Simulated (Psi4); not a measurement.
A run for Psi4: SAPT0/jun-cc-pV(D+d)Z on C4H12 (a complex), monomers drawn apart or pushed together.

```
memory 2025 MB

molecule dimer {
0 1
C     0.01762363    0.15924781    0.17468270
H     0.11246673    0.26709414   -0.90488551
H    -0.89601535   -0.38639794    0.40612942
H     0.87463858   -0.38907786    0.56258783
H    -0.02230556    1.14428219    0.63701222
--
0 1
C     0.42025473   -1.27554167    3.50969565
C     0.48959226    0.24344565    3.64149481
C    -0.88832537    0.89970159    3.63014141
H     1.41505213   -1.72526938    3.51643864
H    -0.14977960   -1.71464410    4.33232464
H    -0.07052305   -1.56511133    2.57763069
H     1.09348455    0.65193068    2.82639023
H     1.01045968    0.50548611    4.56728898
H    -0.81716058    1.98517840    3.72288114
H    -1.41911227    0.67829787    2.70133689
H    -1.50335594    0.53406420    4.45629067
units angstrom
symmetry c1
no_reorient
no_com
}

set {
  basis jun-cc-pV(D+d)Z
  scf_type df
  freeze_core true
}

energy('sapt0')
```

Output:

```
[...]
==> Input File <==

--------------------------------------------------------------------------
memory 2025 MB

molecule dimer {
0 1
C     0.01762363    0.15924781    0.17468270
H     0.11246673    0.26709414   -0.90488551
H    -0.89601535   -0.38639794    0.40612942
H     0.87463858   -0.38907786    0.56258783
H    -0.02230556    1.14428219    0.63701222
--
0 1
C     0.42025473   -1.27554167    3.50969565
C     0.48959226    0.24344565    3.64149481
C    -0.88832537    0.89970159    3.63014141
H     1.41505213   -1.72526938    3.51643864
H    -0.14977960   -1.71464410    4.33232464
H    -0.07052305   -1.56511133    2.57763069
H     1.09348455    0.65193068    2.82639023
H     1.01045968    0.50548611    4.56728898
H    -0.81716058    1.98517840    3.72288114
H    -1.41911227    0.67829787    2.70133689
H    -1.50335594    0.53406420    4.45629067
units angstrom
symmetry c1
no_reorient
no_com
}

set {
  basis jun-cc-pV(D+d)Z
  scf_type df
  freeze_core true
}

energy('sapt0')
--------------------------------------------------------------------------


   => Loading Basis Set <=

    Name: JUN-CC-PV(D+D)Z
    Role: ORBITAL
    Keyword: BASIS
    atoms 1, 6-8    entry C          line   188 file jun-cc-pv_dpd_z.gbs
    atoms 2-5, 9-16 entry H          line    60 file jun-cc-pv_dpd_z.gbs

   => Loading Basis Set <=

    Name: JUN-CC-PV(D+D)Z
    Role: ORBITAL
    Keyword: BASIS
    atoms 1, 6-8    entry C          line   188 file jun-cc-pv_dpd_z.gbs
    atoms 2-5, 9-16 entry H          line    60 file jun-cc-pv_dpd_z.gbs


  //>>>>>>>>>>>>>>>>>>>>>>>>>>>>>>>>>>>//
  //              Dimer HF             //
  //<<<<<<<<<<<<<<<<<<<<<<<<<<<<<<<<<<<//

   => Libint2 <=

    Primary   basis highest AM E, G, H:  7, 6, 3
    Auxiliary basis highest AM E, G, H:  7, 7, 4
    Onebody   basis highest AM E, G, H:  -, -, -
    Solid Harmonics ordering:            Gaussian


   => Loading Basis Set <=

    Name: JUN-CC-PV(D+D)Z
    Role: ORBITAL
    Keyword: BASIS
    atoms 1, 6-8    entry C          line   188 file jun-cc-pv_dpd_z.gbs
    atoms 2-5, 9-16 entry H          line    60 file jun-cc-pv_dpd_z.gbs


         ---------------------------------------------------------
                                   SCF
               by Justin Turney, Rob Parrish, Andy Simmonett
                          and Daniel G. A. Smith
                              RHF Reference
                        1 Threads,   1931 MiB Core
         ---------------------------------------------------------

  ==> Geometry <==

    Molecular point group: c1
    Full point group: C1

    Geometry (in Angstrom), charge = 0, multiplicity = 1:

       Center              X                  Y                   Z               Mass
    ------------   -----------------  -----------------  -----------------  -----------------
         C            0.017623630000     0.159247810000     0.174682700000    12.000000000000
         H            0.112466730000     0.267094140000    -0.904885510000     1.007825032230
         H           -0.896015350000    -0.386397940000     0.406129420000     1.007825032230
         H            0.874638580000    -0.389077860000     0.562587830000     1.007825032230
         H           -0.022305560000     1.144282190000     0.637012220000     1.007825032230
         C            0.420254730000    -1.275541670000     3.509695650000    12.000000000000
         C            0.489592260000     0.243445650000     3.641494810000    12.000000000000
         C           -0.888325370000     0.899701590000     3.630141410000    12.000000000000
         H            1.415052130000    -1.725269380000     3.516438640000     1.007825032230
         H           -0.149779600000    -1.714644100000     4.332324640000     1.007825032230
         H           -0.070523050000    -1.565111330000     2.577630690000     1.007825032230
         H            1.093484550000     0.651930680000     2.826390230000     1.007825032230
         H            1.010459680000     0.505486110000     4.567288980000     1.007825032230
         H           -0.817160580000     1.985178400000     3.722881140000     1.007825032230
         H           -1.419112270000     0.678297870000     2.701336890000     1.007825032230
         H           -1.503355940000     0.534064200000     4.456290670000     1.007825032230

  Running in c1 symmetry.

  Rotational constants: A =      0.23724  B =      0.02858  C =      0.02665 [cm^-1]
  Rotational constants: A =   7112.34395  B =    856.85264  C =    798.82856 [MHz]
  Nuclear repulsion =  133.874671004177912

  Charge       = 0
  Multiplicity = 1
  Electrons    = 36
  Nalpha       = 18
  Nbeta        = 18

  ==> Algorithm <==

  SCF Algorithm Type is DF.
  DIIS enabled.
  MOM disabled.
  Fractional occupation disabled.
  Guess Type is SAD.
  Energy threshold   = 1.00e-08
  Density threshold  = 1.00e-08
  Integral threshold = 1.00e-12

  ==> Primary Basis <==

  Basis Set: JUN-CC-PV(D+D)Z
    Blend: JUN-CC-PV(D+D)Z
    Number of s
[...]
765   112A      2.603606
     113A      2.612238   114A      2.648793   115A      2.749484
     116A      2.751763   117A      2.768278   118A      2.801139
     119A      2.836365   120A      2.847207   121A      2.863984
     122A      2.953720   123A      2.994481   124A      3.006982
     125A      3.029946   126A      3.030293   127A      3.097865
     128A      3.553773   129A      5.048491   130A      5.054111
     131A      5.065065   132A     18.436017

    Final Occupation by Irrep:
              A
    DOCC [    13 ]
    NA   [    13 ]
    NB   [    13 ]

  @DF-RHF Final Energy:  -118.27325905537913

   => Energetics <=

    Nuclear Repulsion Energy =             82.6072066888512921
    One-Electron Energy =                -321.4600186396235131
    Two-Electron Energy =                 120.5795528953930784
    Total Energy =                       -118.2732590553791283

Computation Completed


Properties will be evaluated at   0.000000,   0.000000,   0.000000 [a0]

Properties computed using the SCF density matrix


 Multipole Moments:

 ------------------------------------------------------------------------------------
     Multipole            Electronic (a.u.)      Nuclear  (a.u.)        Total (a.u.)
 ------------------------------------------------------------------------------------

 L = 1.  Multiply by 2.5417464519 to convert [e a0] to [Debye]
 Dipole X            :          0.6153359           -0.5892267            0.0261091
 Dipole Y            :          2.7451752           -2.7295849            0.0155903
 Dipole Z            :       -176.4763286          176.4788264            0.0024978
 Magnitude           :                                                    0.0305120

 ------------------------------------------------------------------------------------

  Constructing Basis Sets for SAPT...

   => Loading Basis Set <=

    Name: (JUN-CC-PV(D+D)Z AUX)
    Role: RIFIT
    Keyword: DF_BASIS_SAPT
    atoms 1, 6-8    entry C          line   100 file jun-cc-pvdz-ri.gbs
    atoms 2-5, 9-16 entry H          line    30 file jun-cc-pvdz-ri.gbs

   => Loading Basis Set <=

    Name: (JUN-CC-PV(D+D)Z AUX)
    Role: JKFIT
    Keyword: DF_BASIS_ELST
    atoms 1, 6-8    entry C          line   146 file jun-cc-pvdz-jkfit.gbs
    atoms 2-5, 9-16 entry H          line    70 file jun-cc-pvdz-jkfit.gbs


  //>>>>>>>>>>>>>>>>>>>>>>>>>>>>>>>>>>>//
  //               SAPT0               //
  //<<<<<<<<<<<<<<<<<<<<<<<<<<<<<<<<<<<//



        SAPT0
    Ed Hohenstein
     6 June 2009

      Orbital Information
  --------------------------
    NSO        =       132
    NMO        =       132
    NRI        =       428
    NRI (Elst) =       592
    NOCC A     =         5
    NOCC B     =        13
    FOCC A     =         1
    FOCC B     =         3
    NVIR A     =       127
    NVIR B     =       119

    Elst10,r            =    -0.001793894824 [Eh]
    Exch10              =     0.005943554327 [Eh]
    Exch10 (S^2)        =     0.005934176280 [Eh]

    Maxiter = 50
    CPHF R converge = 1.000000E-08

    Iter     Energy [mEh]          dE [mEh]         Residual      Time [s]
       1      -0.34531579       0.345315788     2.434728e-03             0
       2      -0.42151422       0.076198429     3.985214e-04             0
       3      -0.42183895       0.000324736     1.020042e-04             0
       4      -0.42102301      -0.000815943     1.707887e-05             1
       5      -0.42109890       0.000075885     2.273747e-06             1
       6      -0.42110035       0.000001455     3.394989e-07             1
       7      -0.42109913      -0.000001216     4.848462e-08             1
       8      -0.42109927       0.000000138     7.281754e-09             1

    CHF Iterations converged

    Maxiter = 50
    CPHF R converge = 1.000000E-08

    Iter     Energy [mEh]          dE [mEh]         Residual      Time [s]
       1      -0.29792138       0.297921376     2.201077e-03             0
       2      -0.35789138       0.059970003     4.122815e-04             0
       3      -0.35906509       0.001173714     9.547168e-05             0
       4      -0.35829741      -0.000767679     1.728307e-05             0
       5      -0.35833056       0.000033145     4.934274e-06             0
       6      -0.35834677       0.000016214     1.048976e-06             0
       7      -0.35834515      -0.000001626     2.846386e-07             0
       8      -0.35834443      -0.000000716     5.468344e-08             0
       9      -0.35834457       0.000000140     8.753967e-09             0

    CHF Iterations converged

    Ind20,r (A<-B)      =    -0.000421099272 [Eh]
    Ind20,r (B<-A)      =    -0.000358344570 [Eh]
    Ind20,r             =    -0.000779443842 [Eh]
    Exch-Ind20,r (A<-B) =     0.000378126847 [Eh]
    Exch-Ind20,r (B<-A) =     0.000339322138 [Eh]
    Exch-Ind20,r        =     0.000717448985 [Eh]
    Disp20              =    -0.003945400041 [Eh]
    Disp20 (SS)         =    -0.001972700020 [Eh]
    Disp20 (OS)         =    -0.001972700020 [Eh]
    Exch-Disp20         =     0.000416095994 [Eh]
    Exch-Disp20 (SS)    =     0.000238705126 [Eh]
    Exch-Disp20 (OS)    =     0.000177390869 [Eh]

    SAPT Results
  --------------------------------------------------------------------------------------------------------
    Electrostatics                 -1.79389482 [mEh]      -1.12568600 [kcal/mol]      -4.70987021 [kJ/mol]
      Elst10,r                     -1.79389482 [mEh]      -1.12568600 [kcal/mol]      -4.70987021 [kJ/mol]

    Exchange                        5.94355433 [mEh]       3.72963665 [kcal/mol]      15.60479974 [kJ/mol]
      Exch10                        5.94355433 [mEh]       3.72963665 [kcal/mol]      15.60479974 [kJ/mol]
      Exch10(S^2)                   5.93417628 [mEh]       3.72375183 [kcal/mol]      15.58017768 [kJ/mol]

    Induction                      -0.35472294 [mEh]      -0.22259201 [kcal/mol]      -0.93132496 [kJ/mol]
      Ind20,r                      -0.77944384 [mEh]      -0.48910839 [kcal/mol]      -2.04642952 [kJ/mol]
      Exch-Ind20,r                  0.71744899 [mEh]       0.45020604 [kcal/mol]       1.88366205 [kJ/mol]
      delta HF,r (2)               -0.29272809 [mEh]      -0.18368965 [kcal/mol]      -0.76855748 [kJ/mol]

    Dispersion                     -3.52930405 [mEh]      -2.21467172 [kcal/mol]      -9.26618650 [kJ/mol]
      Disp20                       -3.94540004 [mEh]      -2.47577590 [kcal/mol]     -10.35864638 [kJ/mol]
      Exch-Disp20                   0.41609599 [mEh]       0.26110418 [kcal/mol]       1.09245988 [kJ/mol]
      Disp20 (SS)                  -1.97270002 [mEh]      -1.23788795 [kcal/mol]      -5.17932319 [kJ/mol]
      Disp20 (OS)                  -1.97270002 [mEh]      -1.23788795 [kcal/mol]      -5.17932319 [kJ/mol]
      Exch-Disp20 (SS)              0.23870513 [mEh]       0.14978973 [kcal/mol]       0.62672022 [kJ/mol]
      Exch-Disp20 (OS)              0.17739087 [mEh]       0.11131445 [kcal/mol]       0.46573966 [kJ/mol]

  Total HF                          3.79493656 [mEh]       2.38135864 [kcal/mol]       9.96360457 [kJ/mol]
  Total SAPT0                       0.26563251 [mEh]       0.16668692 [kcal/mol]       0.69741807 [kJ/mol]

  Special recipe for scaled SAPT0 (see Manual):
    Electrostatics sSAPT0          -1.79389482 [mEh]      -1.12568600 [kcal/mol]      -4.70987021 [kJ/mol]
    Exchange sSAPT0                 5.94355433 [mEh]       3.72963665 [kcal/mol]      15.60479974 [kJ/mol]
    Induction sSAPT0               -0.35131611 [mEh]      -0.22045419 [kcal/mol]      -0.92238033 [kJ/mol]
    Dispersion sSAPT0              -3.52732820 [mEh]      -2.21343186 [kcal/mol]      -9.26099892 [kJ/mol]
  Total sSAPT0                      0.27101519 [mEh]       0.17006460 [kcal/mol]       0.71155028 [kJ/mol]
  --------------------------------------------------------------------------------------------------------



*** Psi4 exiting successfully. Buy a developer a beer!
```

The run finished.

Cost: about 8 core-seconds (a rough figure).
